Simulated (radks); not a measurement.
Results of a calculation; reference values are marked as such.
Coulomb parameter of the 5d shell of the rhenium ion Re+ in the model configuration [Xe] 4f14 5d5 6s1, as a second difference U = [E(n + 0.5) + E(n - 0.5) - 2 E(n)] / (0.5)^2 with all orbitals relaxed. "Bare": the charge of the atom changes with n. "Screened": the 6s shell takes up the change at fixed total charge, which measures U(5d,5d) + U(6s,6s) - 2 U(5d,6s). Level of theory: Dirac Kohn-Sham, PBE, spin-unpolarised, spherical densities, point nucleus; open shells are shared between the two j in proportion to 2j + 1 (a radial shooting solver on a logarithmic mesh with Libxc functionals).

| case | configuration | E - E(n) (eV) |
|---|---|---|
| start | [Xe] 4f14 5d5 6s1 | 0.000 |
| bare +0.5 | [Xe] 4f14 5d5.5 6s1 | -5.276 |
| bare -0.5 | [Xe] 4f14 5d4.5 6s1 | 7.742 |
| screened +0.5 | [Xe] 4f14 5d5.5 6s0.5 | -0.027 |
| screened -0.5 | [Xe] 4f14 5d4.5 6s1.5 | 0.241 |

U(bare) = 9.863 eV, U(screened by 6s) = 0.857 eV.
